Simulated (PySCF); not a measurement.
Bonds (- single, = double, # triple, : aromatic): C1-C2, C2-C3, C2-C4, C4=C5, C5-O6, O6-B7, B7-O8, O8=C9, C9-C4. C1 carries H10, H11, H12; C2 carries H13; C3 carries H14, H15, H16; C5 carries H17; B7 carries H18, H19; C9 carries H20. Formal charges: B7 -1, O8 +1.

Geometry: PBE0-D3(BJ)/def2-SVP; GIAO shifts from PySCF 2.14, gas phase, non-relativistic, averaged over equivalent atoms.

At WP04/pcSseg-1 (208 basis functions, 94 s wall time on 1 thread of an Intel Xeon, shared host):
```csv
atoms,δ (ppm)
C5/C9,185.9
C4,126.9
C2,33.0
C1/C3,26.3
O6/O8,269.8
B7,1.2
H17/H20,7.46
H18/H19,3.17
H13,1.90
H10/H11/H12/H14/H15/H16,1.12
```

Chemical shifts δ = σref − σ; TMS for 13C (σ = 172.44 ppm) and 1H (σ = 31.56 ppm); 17O (σ = 317.54 ppm) vs H2O; 11B (σ = 95.72 ppm) against BF3·OEt2, all at this level.

Q: Estimate the result of repeating the calculation with PBE0/pcSseg-1.

A: 
| atoms | δ at PBE0/pcSseg-1 | change |
| --- | --- | --- |
| C5/C9 | 186.4 | +0.5 |
| C4 | 126.3 | -0.6 |
| C2 | 29.6 | -3.4 |
| C1/C3 | 26.2 | -0.1 |
| O6/O8 | 281.9 | +12.1 |
| B7 | -0.8 | -2.0 |
| H17/H20 | 7.72 | +0.26 |
| H18/H19 | 3.75 | +0.58 |
| H13 | 1.96 | +0.06 |
| H10/H11/H12/H14/H15/H16 | 1.15 | +0.03 |

Scale: 13C (σ = 184.41 ppm) and 1H (σ = 31.27 ppm) against TMS; 17O (σ = 334.56 ppm) vs H2O; 11B (σ = 100.73 ppm) against BF3·OEt2 (reference shieldings calculated alike).

The largest change is at O6/O8 (oxygen bonded to C, B, in a 6-membered ring). Cost: 208 basis functions, 120 s wall time on 1 thread of an Intel Xeon, shared host. The order of the carbon signals is the same at both levels.

Unscaled 17O shifts of doubly bonded oxygen tend to come out too high, by tens of ppm or more. Experimental scales use liquid or dissolved standards, which lie at an offset from isolated H2O (liquid H2O: subtract about 36 ppm).
